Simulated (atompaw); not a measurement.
## Reading a pseudo-wave (tin (Sn))

Columns: radius, all-electron u(r) and pseudo u(r) of the 5s shell (level -26.09 eV) of tin in the configuration [Ar] 3d10 4s2 4p6 4d10 5s2 5p0; PBE, scalar-relativistic, PAW (atompaw) scheme, atompaw 4.2.0.5.

| r (bohr) | all-electron | pseudo |
| --- | --- | --- |
| 0.087 | -0.1665 | 0.0612 |
| 0.173 | 0.1100 | 0.1214 |
| 0.260 | 0.2491 | 0.1814 |
| 0.346 | 0.1121 | 0.2397 |
| 0.433 | -0.1143 | 0.2971 |
| 0.519 | -0.2921 | 0.3520 |
| 0.606 | -0.3782 | 0.4053 |
| 0.692 | -0.3733 | 0.4556 |
| 0.779 | -0.2997 | 0.5036 |
| 0.865 | -0.1848 | 0.5481 |
| 0.952 | -0.0478 | 0.5897 |
| 1.038 | 0.0921 | 0.6275 |
| 1.125 | 0.2277 | 0.6620 |
| 1.212 | 0.3509 | 0.6926 |
| 1.298 | 0.4572 | 0.7189 |
| 1.385 | 0.5478 | 0.7415 |
| 1.471 | 0.6207 | 0.7598 |
| 1.558 | 0.6786 | 0.7740 |
| 1.644 | 0.7212 | 0.7840 |
| 1.731 | 0.7513 | 0.7898 |
| 1.817 | 0.7695 | 0.7914 |
| 1.904 | 0.7778 | 0.7888 |
| 1.990 | 0.7775 | 0.7821 |
| 2.077 | 0.7700 | 0.7714 |
| 2.163 | 0.7566 | 0.7568 |
| 2.250 | 0.7381 | 0.7381 |

Problem. How many radial nodes do the two functions have?

Solution. The all-electron 5s function has n − l − 1 = 4 (the table is too coarse to show those close to the nucleus); the pseudo-wave has 0, since the states of the same l below it are removed with the core.

Problem. Is the pseudo-wave norm-conserving?

Solution. No, it belongs to a PAW set: the norm inside the radius is not constrained, and the difference is carried by the augmentation charge.
